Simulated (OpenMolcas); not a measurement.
Ti III: input and output

Input:

```
&GATEWAY
Coord
1

Ti 0.0 0.0 0.0
Basis=ANO-RCC-VDZ
Group=XYZ
NoMove
AngMom=0.0 0.0 0.0
AMFI
&SEWARD
Relativistic=R03O02
* reference wave functions (RASSCF and RASSI steps not shown): 2 electrons in 5 orbitals (3d)
>>> COPY JOB001 $Project.JobIph
&CASPT2
XMultistate=10 1 2 3 4 5 6 7 8 9 10
Frozen=2 3
IPEA=0.6
Imaginary=0.05
MaxIter=60
WThr=0.0 0.3 0.05
PrWF=0.5
NoMix
>>> COPY JOB002 $Project.JobIph
&CASPT2
XMultistate=15 1 2 3 4 5 6 7 8 9 10 11 12 13 14 15
Frozen=2 3
IPEA=0.6
Imaginary=0.05
MaxIter=60
WThr=0.0 0.3 0.05
PrWF=0.5
NoMix
```

Launched by
```bash
OMP_NUM_THREADS=1 MOLCAS_MEM=2252 MOLCAS_PROJECT=a pymolcas a.inp > a.log  # once for each step of the input, in one work folder
```

Output, cut to the results:

```
--- CASPT2 ---
Orbital specifications:
      -----------------------

      Symmetry species                           1   2
                                                ag  au
      Frozen orbitals                            2   3
      Inactive orbitals                          1   3
      Active orbitals                            5   0
      Secondary orbitals                         7   6
      Deleted orbitals                           0   0
      Number of basis functions                 15  12
Type of calculation                        XMS-CASPT2
      Fock operator                              state-average
      IPEA shift                                 0.60
      Real shift                                 0.00
      Imaginary shift                            0.05
      The input orbitals will be transformed to quasi-canonical
      The input states will be rotated to diagonalize the Fock operator
Reference energy:        -852.0700424739
      E2 (Non-variational):      -0.1527719233
      Shift correction:          -0.0000275447
      E2 (Variational):          -0.1527994681
      Total energy:            -852.2228419419
      Residual norm:              0.0000000501
      Reference weight:           0.96610
      Contributions to the CASPT2 correlation energy
      Active & Virtual Only:         -0.0046718032
      One Inactive Excited:          -0.0237712479
      Two Inactive Excited:          -0.1243288722
Reference energy:        -852.0700424739
      E2 (Non-variational):      -0.1518958912
      Shift correction:          -0.0000269036
      E2 (Variational):          -0.1519227948
      Total energy:            -852.2219652686
      Residual norm:              0.0000000542
      Reference weight:           0.96597
      Contributions to the CASPT2 correlation energy
      Active & Virtual Only:         -0.0041445215
      One Inactive Excited:          -0.0236127975
      Two Inactive Excited:          -0.1241385722
::    XMS-CASPT2 Root  1     Total energy:   -852.21965181
::    XMS-CASPT2 Root  2     Total energy:   -852.21913423
::    XMS-CASPT2 Root  3     Total energy:   -852.21869720
::    XMS-CASPT2 Root  4     Total energy:   -852.21790853
::    XMS-CASPT2 Root  5     Total energy:   -852.21764895
::    XMS-CASPT2 Root  6     Total energy:   -852.21635653
::    XMS-CASPT2 Root  7     Total energy:   -852.21618159
::    XMS-CASPT2 Root  8     Total energy:   -852.16990910
::    XMS-CASPT2 Root  9     Total energy:   -852.16846111
::    XMS-CASPT2 Root 10     Total energy:   -852.16681912
--- CASPT2 ---
Orbital specifications:
      -----------------------

      Symmetry species                           1   2
                                                ag  au
      Frozen orbitals                            2   3
      Inactive orbitals                          1   3
      Active orbitals                            5   0
      Secondary orbitals                         7   6
      Deleted orbitals                           0   0
      Number of basis functions                 15  12
Type of calculation                        XMS-CASPT2
      Fock operator                              state-average
      IPEA shift                                 0.60
      Real shift                                 0.00
      Imaginary shift                            0.05
      The input orbitals will be transformed to quasi-canonical
      The input states will be rotated to diagonalize the Fock operator
Reference energy:        -852.0197918341
      E2 (Non-variational):      -0.1547875827
      Shift correction:          -0.0003566798
      E2 (Variational):          -0.1551442625
      Total energy:            -852.1749360966
      Residual norm:              0.0000004610
      Reference weight:           0.95870
      Contributions to the CASPT2 correlation energy
      Active & Virtual Only:         -0.0070289753
      One Inactive Excited:          -0.0238633294
      Two Inactive Excited:          -0.1238952780
Reference energy:        -852.0197918341
      E2 (Non-variational):      -0.1544276482
      Shift correction:          -0.0003354346
      E2 (Variational):          -0.1547630828
      Total energy:            -852.1745549169
      Residual norm:              0.0000005991
      Reference weight:           0.95995
      Contributions to the CASPT2 correlation energy
      Active & Virtual Only:         -0.0067309406
      One Inactive Excited:          -0.0239237271
      Two Inactive Excited:          -0.1237729805
::    XMS-CASPT2 Root  1     Total energy:   -852.18225470
::    XMS-CASPT2 Root  2     Total energy:   -852.18128832
::    XMS-CASPT2 Root  3     Total energy:   -852.18090358
::    XMS-CASPT2 Root  4     Total energy:   -852.17984013
::    XMS-CASPT2 Root  5     Total energy:   -852.17934023
::    XMS-CASPT2 Root  6     Total energy:   -852.14538568
::    XMS-CASPT2 Root  7     Total energy:   -852.14463562
::    XMS-CASPT2 Root  8     Total energy:   -852.14408885
::    XMS-CASPT2 Root  9     Total energy:   -852.14392703
::    XMS-CASPT2 Root 10     Total energy:   -852.14320984
::    XMS-CASPT2 Root 11     Total energy:   -852.14281913
::    XMS-CASPT2 Root 12     Total energy:   -852.14210198
::    XMS-CASPT2 Root 13     Total energy:   -852.14127621
::    XMS-CASPT2 Root 14     Total energy:   -852.14084410
::    XMS-CASPT2 Root 15     Total energy:   -852.07661197
```

In XMS-CASPT2 the single-state energies belong to rotated reference states; over a whole degenerate manifold the rotation is arbitrary, and only the multistate roots count.

Levels above the lowest, from the spin-orbit matrix with the multistate effective Hamiltonian, averaged by term, added to it:

| Configuration | Term | J | E (cm-1) | Measured (cm-1) | g | Term weight % |
| --- | --- | --- | --- | --- | --- | --- |
| 3d2 | 3F | 2 | 0.0 | 0.0 | 0.666 | 100 |
| 3d2 | 3F | 3 | 198 | 185 | 1.084 | 100 |
| 3d2 | 3F | 4 | 454 | 420 | 1.251 | 100 |
| 3d2 | 1D | 2 | 8430 | 8474 | 1.002 | 99 |
| 3d2 | 3P | 0 | 10990 | 10538 |  | 100 |
| 3d2 | 3P | 1 | 11060 | 10604 | 1.501 | 100 |
| 3d2 | 3P | 2 | 11200 | 10721 | 1.499 | 100 |
| 3d2 | 1G | 4 | 16670 | 14398 | 1.000 | 100 |
| 3d2 | 1S | 0 | 31270 | 32476 |  | 100 |

Against the 8 measured excited levels shown (Corliss and Sugar, J. Phys. Chem. Ref. Data 8, 1 (1979)) the mean absolute deviation is 620 cm-1; the largest miss in energy is 3d2 1G4: computed 16670, measured 14398 cm-1 (+15.8 %).

CASPT2 does not keep the components of a term degenerate, so their means are used; among the terms shown or strongly mixed into the levels shown the widest spread is 990 cm-1 (3d2 1G). Terms from blocks run as CI alone lack orbitals of their own. Some terms miss by over 15 % even with CASPT2, which points to a basis or an active space too small for the shells correlated. Measured partners are found by configuration, term and J. A level has none where our copy of the source lacks it or the pairing is in doubt (some pairs that miss far off the trend of their configuration count as doubtful), and it then counts in no deviation. Levels of configurations outside the active space are missing.

The CASPT2 steps took 2.2 s on 1 thread of Arm Neoverse V1, on a shared host; the integral step is not counted.

The term weight is that of the spin-free term in the level, not the purity of its configuration.
